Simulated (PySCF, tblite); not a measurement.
Energy landscape of H2N (anion, charge -1), singlet: symmetric bend, bond length relaxed. Scanned: H-N-H angle. Other coordinates (N-H bond length) were minimised at B3LYP/def2-TZVP.

- GFN2-xTB, 300 K electronic temperature (tblite)
- CCSD(T) on RHF/aug-cc-pVDZ, 1 core orbital frozen (PySCF)

Energies relative to the lowest point of each profile, in kJ/mol; the last columns give the difference from CCSD(T):

```
a / °  GFN2-xTB  CCSD(T)  GFN2-xTB − CCSD(T)
-----  --------  -------  ------------------
180       246.1    144.0               102.1
170       233.5    137.9                95.6
160       199.9    120.7                79.2
150       154.6     95.8                58.8
140       106.8     67.6                39.3
130        63.3     40.4                22.9
120        28.8     18.3                10.6
110         6.8      4.0                 2.8
100         0.0      0.0                 0.0
90         11.0      7.9                 3.1
80         42.8     29.1                13.6
70         98.6     65.1                33.5
60        181.8    117.0                64.8
```

GFN2-xTB is furthest from CCSD(T) at 180 (102.1 kJ/mol, above); its mean absolute difference over the points is 40.5 kJ/mol.
